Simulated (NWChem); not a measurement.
Species: MgSiH$_{4}$O; SMILES [SiH3][Mg][OH]

```xyz
7

Mg    -0.0193     0.7545    -0.0323
O      0.0262     2.5428     0.0385
H     -0.1710     3.4311    -0.2773
Si     0.0013    -1.8110     0.0047
H      0.4282    -2.4065    -1.3176
H     -1.3580    -2.3982     0.3094
H      0.9448    -2.3734     1.0431
```
Atoms are numbered in this order, from 1.

Coordinates come from a PBE-D3(BJ)/def2-SVP optimisation.

 Unshifted, non-relativistic core excitations; the lowest 4 roots alone, so stronger bands may lie above.

Q: List the first O K-edge excitations from BHandHLYP/def2-TZVP, restricted-window TDA (NWChem).

A: 
```tsv
state	energy (eV)	dipole oscillator strength	leading excitation (squared amplitude)
S1	530.1	0.0035	1s of atom 2 or its equivalents → LUMO (0.87)
S2	530.9	0.0112	1s of atom 2 or its equivalents → LUMO+2 (0.87)
S3	531.0	0.0077	1s of atom 2 or its equivalents → LUMO+1 (0.88)
S4	531.7	0.0309	1s of atom 2 or its equivalents → LUMO+6 (0.42)
```
